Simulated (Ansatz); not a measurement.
`[CH3][SbH][NH2]` → `[CH2]` (triplet) + `[NH2][SbH2]` at 400 K and 1 bar (formal loss of a carbene).

Isolated molecules relaxed with PBE0-D4/def2-TZVP in Ansatz; ΔE leaves out vibrations. CCSD(T)/CBS adds triple-zeta CCSD(T) − MP2 to the extrapolated MP2 energy (def2 sets, frozen cores). This one scheme is used for every species. Triplets are unrestricted, without spin–orbit coupling. Elements past krypton have def2 core potentials. For Sb outer-core shells are correlated without core-valence functions, which leaves a few kJ/mol of doubt a bond. Each species was taken in one conformer, which may not be the lowest.

| species | CCSD(T)/CBS energy (Eh) | H − E (kJ/mol) | S (J/(mol·K)) |
| --- | --- | --- | --- |
| `[CH3][SbH][NH2]` | -336.37630 | 207.7 | 349.1 |
| `[CH2]` (triplet) | -39.09499 | 59.0 | 205.7 |
| `[NH2][SbH2]` | -297.10356 | 122.5 | 298.1 |

H − E and S are ideal-gas, rigid-rotor, harmonic terms from PBE0-D4/def2-TZVP, for one conformer and one mirror image of each species, with the whole ground term of open shells counted as degenerate. 1 Eh = 2625.50 kJ/mol, R = 8.31446 J/(mol·K).

By hand: ΔE, ΔH, ΔS and ΔG.

ΔE = (-39.09499) + (-297.10356) − (-336.37630) = 0.17775 Eh = 466.7 kJ/mol. Δ(H − E) = 59.0 + 122.5 − 207.7 = -26.2, so ΔH = 440.5 kJ/mol. ΔS = 205.7 + 298.1 − 349.1 = 154.7 J/(mol·K). ΔG = 440.5 − 400 × (154.7)/1000 = 378.6 kJ/mol.

By hand: the equilibrium constant, and the temperature at which ΔG would vanish if ΔH and ΔS stayed fixed.

log₁₀ K = −ΔG/(RT ln 10) = -49.4. ΔG = 0 at ΔH/ΔS = 2847 K, far beyond where these terms or the molecules hold.

The number of gas molecules changes by +1, which sets the sign of ΔS. A doubt of 5 kJ/mol in ΔE shifts log₁₀ K by 0.7 here. Other conformers and mirror images would add mixing entropy, several J/(mol·K) or more a flexible species. A triplet takes part, so the spin changes. These are equilibria of isolated gas molecules and say nothing of rates. Largest T1 diagnostic: 0.013 (customary marks: 0.02 for closed shells, 0.045 for open ones).
